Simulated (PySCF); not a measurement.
**Spin-rotation constants: `C=CC[C@H]([SiH3])/C(F)=C/F`, C$_{6}$H$_{10}$F$_{2}$Si**

Cartesian coordinates in Å; atom numbers follow the order of the lines, from 1:
```xyz
19

C     2.8388    0.9142    0.1589
C     1.5960    1.0175   -0.2722
C     0.7963   -0.1220   -0.8198
C    -0.3575   -0.4906    0.1320
Si   -1.2405   -2.1028   -0.4426
C    -1.3551    0.6052    0.2021
F    -1.9194    0.9160   -0.9876
C    -1.7398    1.2406    1.3000
F    -2.6915    2.1911    1.3075
H     3.3759   -0.0200    0.1205
H     3.3755    1.7569    0.5600
H     1.0772    1.9662   -0.2214
H     0.3778    0.1555   -1.7903
H     1.4394   -0.9926   -0.9596
H     0.0499   -0.6334    1.1360
H    -1.7622   -1.9034   -1.7911
H    -2.3128   -2.3779    0.5129
H    -0.2315   -3.1622   -0.4293
H    -1.3261    1.0511    2.2765
```

Method used: PySCF, GIAO B3LYP/pcSseg-1 magnetisability, rotational g tensor and spin-rotation constants, non-relativistic, gas phase. Geometry: GFN2-xTB.

**Question.** Give the nuclear spin-rotation constants along the inertial axes (H = +C I·J) beside the isotropic shieldings.

**Answer.** Rotational constants 1.3192, 1.0116, 0.6662 GHz. A star marks the isotopologue with that one atom substituted, in its own axes.
| atom | isotope | Caa (kHz) | Cbb (kHz) | Ccc (kHz) | mean (kHz) | σ (ppm) |
| --- | --- | --- | --- | --- | --- | --- |
| F7 | 19F | 1.362 | 0.395 | 0.787 | 0.848 | 320.1 |
| F9 | 19F | 1.108 | 0.453 | 0.703 | 0.755 | 335.4 |
| H10 | 1H | -0.007 | -0.027 | -0.065 | -0.033 | 26.6 |
| H11 | 1H | -0.136 | 0.084 | -0.073 | -0.042 | 26.6 |
| H12 | 1H | -0.008 | -0.007 | -0.062 | -0.026 | 25.3 |
| H13 | 1H | -0.137 | -0.106 | 0.022 | -0.074 | 29.1 |
| H14 | 1H | -0.021 | -0.059 | -0.077 | -0.052 | 29.9 |
| H15 | 1H | -0.152 | -0.107 | 0.009 | -0.083 | 30.5 |
| H16 | 1H | -0.126 | -0.083 | 0.020 | -0.063 | 27.8 |
| H17 | 1H | -0.020 | -0.085 | -0.035 | -0.046 | 28.0 |
| H18 | 1H | 0.001 | -0.070 | -0.055 | -0.041 | 28.0 |
| H19 | 1H | -0.143 | -0.098 | 0.056 | -0.062 | 25.5 |
| C1 | 13C* | 0.365 | 0.456 | 0.121 | 0.314 | 61.2 |
| C2 | 13C* | 0.457 | 0.513 | 0.126 | 0.365 | 33.3 |
| C3 | 13C* | 0.246 | 0.162 | 0.129 | 0.179 | 143.9 |
| C4 | 13C* | 0.216 | 0.191 | 0.109 | 0.172 | 149.1 |
| Si5 | 29Si* | -0.776 | -0.531 | -0.404 | -0.570 | 397.0 |
| C6 | 13C* | 0.527 | 0.303 | 0.267 | 0.366 | 20.7 |
| C8 | 13C* | 0.413 | 0.279 | 0.280 | 0.324 | 39.7 |

For the geometry as given, no vibrational averaging.
